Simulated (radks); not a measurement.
Results of a calculation; reference values are marked as such.
Neutral sulfur inside a hard spherical wall (all orbitals vanish at R), configuration held at [Ne] 3s2 3p4 and not refilled when levels cross. Code: a radial shooting solver on a logarithmic mesh with Libxc functionals. Model: non-relativistic Kohn-Sham, LDA (Slater exchange, VWN5 correlation), spin-unpolarised, spherical densities, point nucleus. Eigenvalues in eV, with the zero of energy where the potential of the charges vanishes at infinity; a dash marks a level that is unbound or too diffuse for the functional's potential to be trusted. A positive occupied level is held by the wall or, in an anion where self-interaction has pushed it up, behind a barrier. The pressure on the wall is -dE/dV.

\begin{tabular}{lrrrrrrrrr}
R (bohr) & E (hartree) & kinetic (hartree) & e(2s) & e(2p) & e(3s) & e(3p) & e(4s, empty) & e(4p, empty) & pressure (GPa) \\ \hline
free & -396.71608 & 395.878 & -209.53 & -156.50 & -17.168 & -7.121 & -0.339 & - & 0 \\
20 & -396.71608 & 395.878 & -209.53 & -156.50 & -17.168 & -7.121 & -0.327 & 0.450 & < 0.0001 \\
12 & -396.71608 & 395.878 & -209.53 & -156.50 & -17.168 & -7.120 & -0.121 & 1.185 & < 0.0001 \\
8 & -396.71552 & 395.884 & -209.47 & -156.45 & -17.128 & -7.081 & 1.054 & 3.412 & 0.0300 \\
7 & -396.71367 & 395.900 & -209.35 & -156.33 & -17.038 & -6.990 & 2.113 & 5.065 & 0.168 \\
6 & -396.70571 & 395.958 & -208.97 & -155.94 & -16.765 & -6.702 & 4.269 & 8.110 & 0.990 \\
4 & -396.50134 & 397.019 & -204.21 & -151.13 & -13.520 & -2.984 & 21.271 & 28.382 & 50.0 \\
3.5 & -396.23303 & 398.172 & -200.23 & -147.09 & -10.659 & 0.378 & 34.229 & 42.487 & 153 \\
3 & -395.59050 & 400.579 & -193.30 & -140.04 & -5.107 & 6.846 & 57.608 & 66.921 & 508 \\
2 & -389.44243 & 418.363 & -159.96 & -105.74 & 35.123 & 50.822 & 199.95 & 206.21 & 8730 \\
1.5 & -374.69629 & 453.691 & -119.46 & -63.062 & 120.65 & 136.18 & 445.61 & 432.71 & 55500 \\
\end{tabular}
